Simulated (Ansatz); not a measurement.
`C[SiH](F)O[SiH2]O` + `C=C[SiH2]O` → `C=C[SiH](O)[SiH2]O` + `C[SiH](O)F`  (formal exchange of groups at the Si–O bond)

Computed with Ansatz on PBE0-D4/def2-TZVP structures; ΔE is electronic, products minus reactants. CCSD(T)/CBS is the MP2 limit (def2-TZVPP, def2-QZVPP) plus CCSD(T) − MP2 in def2-TZVPP, frozen cores. Functionals use def2-TZVPP. One conformer a species, not always the lowest.

CCSD(T)/CBS gives +35.6 kcal/mol.

Question: Another level gave +36.5 kcal/mol. Which?
A. ωB97X-V/def2-TZVPP
B. B2PLYP/def2-TZVPP
C. HF/def2-TZVPP
D. PBE/def2-TZVPP

Answer: B. B2PLYP 36.5, ωB97X-V 34.9, PBE 29.2, HF/def2-TZVPP 42.1 kcal/mol.

Largest T1 diagnostic among the species: 0.012.

In def2-TZVPP, CCSD(T) changes the Hartree–Fock value by −6.3 kcal/mol (the triples alone add −0.9 kcal/mol) and MP2 by −4.8 kcal/mol. From PBE to PBE0 (25 % exact exchange), in def2-TZVPP and without D4, ΔE moves by +2.4 kcal/mol.
